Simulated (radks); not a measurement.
Species: Xe3+. Configuration: [Kr] 4d9 5s1 5p5 (not the ground configuration). All-electron calculation, scalar-relativistic Kohn-Sham, r2SCAN, spin-polarised, spherical densities, finite nucleus; open shells are filled with parallel spins first (spin-orbit coupling, left out, can overturn this in heavy ions); meta-GGA in the generalised Kohn-Sham scheme; Fermi nuclear charge, rms radius 4.7859 fm. Program: a radial shooting solver on a logarithmic mesh with Libxc functionals.

Normalised radial functions P(r) = r R(r), r in bohr:

r,4p up,5s up
0.001066,0.0015,0.0300
0.001231,0.0020,0.0339
0.00141,0.0025,0.0380
0.001628,0.0032,0.0428
0.001866,0.0041,0.0478
0.002155,0.0052,0.0537
0.002468,0.0066,0.0597
0.002851,0.0085,0.0666
0.003266,0.0108,0.0736
0.003772,0.0139,0.0815
0.004322,0.0176,0.0893
0.004991,0.0225,0.0977
0.005718,0.0285,0.1058
0.006604,0.0364,0.1141
0.007566,0.0457,0.1213
0.008737,0.0581,0.1280
0.01001,0.0725,0.1328
0.01156,0.0913,0.1355
0.01324,0.1129,0.1352
0.0153,0.1403,0.1308
0.01752,0.1709,0.1219
0.02024,0.2086,0.1065
0.02319,0.2490,0.0856
0.02678,0.2962,0.0562
0.03068,0.3436,0.0216
0.03543,0.3943,-0.0217
0.04059,0.4388,-0.0670
0.04688,0.4771,-0.1164
0.05371,0.4983,-0.1602
0.06203,0.4967,-0.1975
0.07107,0.4643,-0.2175
0.08207,0.3894,-0.2155
0.09403,0.2754,-0.1863
0.1086,0.1095,-0.1238
0.1244,-0.0822,-0.0374
0.1437,-0.3042,0.0737
0.1646,-0.5051,0.1814
0.1901,-0.6714,0.2755
0.2178,-0.7479,0.3220
0.2515,-0.7096,0.3053
0.2882,-0.5445,0.2182
0.3328,-0.2408,0.0586
0.3813,0.1343,-0.1296
0.4404,0.5655,-0.3241
0.5045,0.9346,-0.4533
0.5827,1.2150,-0.4866
0.6675,1.3315,-0.3968
0.7709,1.2892,-0.1809
0.8832,1.1230,0.0991
1.02,0.8707,0.4149
1.169,0.6180,0.6740
1.35,0.3845,0.8561
1.546,0.2215,0.9146
1.786,0.1096,0.8603
2.046,0.0492,0.7250
2.363,0.0180,0.5374
2.707,0.0059,0.3612
3.126,0.0015,0.2082
3.582,0.0003,0.1077
4.137,0.0001,0.0452
4.739,0.0000,0.0167
5.473,0.0000,0.0048
6.27,0.0000,0.0012

4p up: eigenvalue -188.79 eV, 2 radial nodes at r = 0.118, 0.364 bohr, <r> = 0.758 bohr, 90 % of the charge inside 1.10 bohr. 5s up: eigenvalue -55.583 eV, 4 radial nodes at r = 0.0330, 0.131, 0.348, 0.844 bohr, <r> = 1.70 bohr, 90 % of the charge inside 2.43 bohr.
